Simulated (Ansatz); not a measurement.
`[OH][GeH2][SiH3]` + `OBS` → `OBS[SiH3]` + `[OH][GeH3]`  (cleavage of the Si–Ge bond)

Computed with Ansatz on PBE0-D4/def2-TZVP structures; ΔE is electronic, products minus reactants. CBS: MP2 limit from def2 TZ/QZ plus the TZ coupled-cluster correction, frozen cores. Functionals use def2-TZVPP. For Ge outer-core shells are correlated without core-valence functions, which leaves a few kJ/mol of doubt a bond. Scalar relativity is left out up to krypton. Each species was taken in one conformer, which may not be the lowest.

`[OH][GeH2][SiH3]`:

Z-matrix (Å, degrees):
```
Ge
Si 1 2.389
O 1 1.791 2 109.9
H 1 1.536 2 113.0 3 115.2
H 1 1.546 2 111.3 3 -121.0
H 2 1.488 1 110.2 3 177.8
H 2 1.488 1 109.3 3 58.3
H 2 1.486 1 110.4 3 -61.5
H 3 0.960 1 112.4 2 -65.1
```

`OBS`:

```xyz
6

O     0.384   -0.337    1.404
B    -0.212    0.161    0.298
S     0.374   -0.265   -1.363
H     1.128   -0.923    1.241
H    -1.141    0.895    0.445
H    -0.532    0.469   -2.024
```

`OBS[SiH3]`:

Z-matrix (Å, degrees):
```
Si
S 1 2.136
H 1 1.493 2 110.4
H 1 1.481 2 108.8 3 -119.0
H 1 1.483 2 111.1 3 119.9
B 2 1.826 1 104.8 3 -18.1
O 6 1.345 2 127.3 1 3.2
H 6 1.193 2 114.5 1 -177.3
H 7 0.964 6 114.8 2 1.8
```

`[OH][GeH3]`:

```xyz
6

O     0.568   -1.215   -0.287
Ge   -0.292    0.273    0.184
H     1.324   -1.042   -0.852
H    -1.443   -0.218    1.066
H    -0.814    0.998   -1.072
H     0.657    1.205    0.962
```

CCSD(T)/CBS gives -0.39 eV.

(1) Another level gave -0.36 eV. Which?
A. CAM-B3LYP/def2-TZVPP
B. BLYP/def2-TZVPP
C. ωB97M-V/def2-TZVPP
D. MP2/def2-TZVPP

(2) What do rigid-rotor, harmonic-oscillator terms from PBE0-D4/def2-TZVP frequencies (298.15 K, 1 bar) make of the CCSD(T)/CBS value? (Estimate.)

Largest T1 diagnostic among the species: 0.014.

Results:

(1) A. CAM-B3LYP -0.36, ωB97M-V -0.40, MP2/def2-TZVPP -0.46, BLYP -0.29 eV.

(2) The calculation gave: ΔZPE = +0.01 eV, ΔH = -0.39 eV, ΔS = -4 J/(mol·K), ΔG = -0.38 eV.

Leaving LDA and LC-ωPBE aside and taking each functional with its dispersion term where it has one, the values, not all of them listed here, spread over 0.10 eV, from B97M-V to PBE-D4. LDA lies −0.05 eV from PBE without D4. The D4 term adds −0.04 eV with B3LYP and −0.02 eV with PBE0; it sums over pairs of atoms, weighted by their polarisabilities, and B3LYP, whose exchange is more repulsive, gets the larger term.

B3LYP here is the variant with VWN-RPA as its local correlation; programs differ in this.
